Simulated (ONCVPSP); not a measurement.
La: excitation energies, all-electron against ONCV

ONCVPSP 4.0.1 input, shortened (lines: element, Z, core and valence counts, functional; n l f; lmax; l rc ep ncon nbas qcut; lloc lpopt rc5 dvloc0; l nproj debl; icmod fcfact rcfact), PBE, fully relativistic:

```
  La 57.00   10    3        4      upf
    1    0    2.00
    2    0    2.00
    2    1    6.00
    3    0    2.00
    3    1    6.00
    3    2   10.00
    4    0    2.00
    4    1    6.00
    4    2   10.00
    5    0    2.00
    5    1    6.00
    5    2    1.00
    6    0    2.00
    3
    0    4.00    0.00    4    8    1.40
    1    1.65    0.00    4    8    4.90
    2    3.15    0.00    4    9    6.00
    3    3.45    0.02    4    9    3.50
    4    5    1.05   -1.00
    0    1    3.20
    1    2    0.50
    2    1    0.90
    3    2    2.80
    4    0.45    0.00
```

Open shells are filled in proportion to 2j + 1.

In the p channel the program set the typed energies aside and used -0.795, 0.250 Ha (j = l + 1/2; the other j can differ). In the f channel the program set the typed energies aside and used -0.155, 2.645 Ha (j = l + 1/2; the other j can differ).

Energies are relative to the spin-unpolarised reference configuration 5p6 5d1 6s2; without spin polarisation the order of configurations can differ from experiment.

```
valence configuration  charge  ΔE all-electron (eV)  error AE − PS (meV)
          5p6 5d1 6s0      +2                16.852                 -199
          5p6 5d0 6s0      +3                35.790                 -427
```

Question: What are ΔE and the potential's error for 5p5 5d1 6s2?

Answer: ΔE = 27.048 eV all-electron; the error (AE − PS) is -5.7 meV.

Question: What are ΔE and the potential's error for 5p6 5d1 6s1?

Answer: ΔE = 5.966 eV all-electron; the error (AE − PS) is -20 meV.

Note: ghosts flagged at negative energy: s at -371.9 eV, s at -76.3 eV, p3/2 at -4.0 eV; GHOST(+) flagged for p1/2 at 16.5 eV, d5/2 at 19.5 eV, f7/2 at 61.3 eV, f5/2 at 61.4 eV. A true bound ghost makes a file unfit for plane-wave use.
